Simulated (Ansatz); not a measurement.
Ansatz (a quantum-chemistry and plane-wave program) input (CCSD(T)/6-31G*):

Ansatz 0.2 input:
```yaml
crystal:
  periodic: [false, false, false]
  atoms:
    - {symbol: O, position_ang: [0.48646371, 1.42806095, -1.00680368]}
    - {symbol: Ge, position_ang: [-0.00769305, 0.01501473, -0.01743321]}
    - {symbol: O, position_ang: [-1.20130562, 0.30174007, 1.24500000]}
    - {symbol: O, position_ang: [-0.73125555, -1.13420770, -1.13426977]}
    - {symbol: O, position_ang: [1.48887317, -0.48209983, 0.78269920]}
    - {symbol: H, position_ang: [-0.82708789, 0.69943317, 2.03898111]}
    - {symbol: H, position_ang: [-1.51133733, -1.55794691, -0.75721622]}
    - {symbol: H, position_ang: [2.24239727, -0.52990586, 0.18309185]}
basis:
  gaussian:
    orbitals: 6-31G*
magnetization: {spin_polarized: true, initial_magnetization: 1}
correlation: {method: ccsd_t, electrons: outside_noble_gas}
```

Output:

```
Functional definition: HF
integrals: 0.20 GiB planned
906 factors; integrals over basis functions are off by at most 4.8e-4 eV
mean field: 0.64 GiB planned
mean field evaluation 1: about -64657.3549 eV, gradient 3.5e1 eV
mean field evaluation 2: about -64657.3847 eV, gradient 3.6e1 eV
mean field evaluation 4: about -64662.5570 eV, gradient 3.4e0 eV
mean field evaluation 8: about -64662.6534 eV, gradient 2.9e-1 eV
mean field evaluation 16: about -64662.6634 eV, gradient 4.1e-4 eV
mean field evaluation 32: about -64662.6570 eV, gradient 6.5e-2 eV
mean field evaluation 64: about -64662.6633 eV, gradient 2.0e-1 eV
mean field evaluation 96: about -64662.5400 eV, gradient 2.9e-3 eV
mean field evaluation 128: about -64662.5400 eV, gradient 2.0e-2 eV
mean field evaluation 160: about -64660.5071 eV, gradient 2.5e-3 eV
mean field -64662.66344294 eV, -2376.3090516005 hartree, gradient 1.5e-6 eV, S^2 0.756769; 6 other end points of the search recorded, 0 dependent functions left out
determinant -64662.66344294 eV, -2376.3090516005 hartree, with singles and doubles -64684.18303877 eV, -2377.0998821606 hartree
determinant -64662.53999280 eV, -2376.3045148915 hartree, with singles and doubles -64684.04001797 eV, -2377.0946262433 hartree
determinant -64660.50710627 eV, -2376.2298076896 hartree, with singles and doubles -64682.16543066 eV, -2377.0257364303 hartree
determinant -64662.66344294 eV, -2376.3090516005 hartree, with singles and doubles -64684.18609593 eV, -2377.0999945095 hartree
determinant -64662.53999280 eV, -2376.3045148915 hartree, with singles and doubles -64684.04099780 eV, -2377.0946622514 hartree
18 core orbitals not correlated
reference -64662.66344294 eV, -2376.3090516005 hartree; 16, 15 occupied and 67, 68 virtual orbitals, 906 factors
second order -20.85073175 eV of doubles, -0.00000000 eV of singles
coupled cluster: 0.77 GiB planned
cycle   1  -21.52265658 eV  change   -3.6e-6 eV  update   5.0e-6
perturbative correction -0.42979490 eV, -0.0157946712 hartree
Total energy: -64684.61589441 eV, -2377.1157893122 hartree
```

It need not be the lowest isomer of its formula.
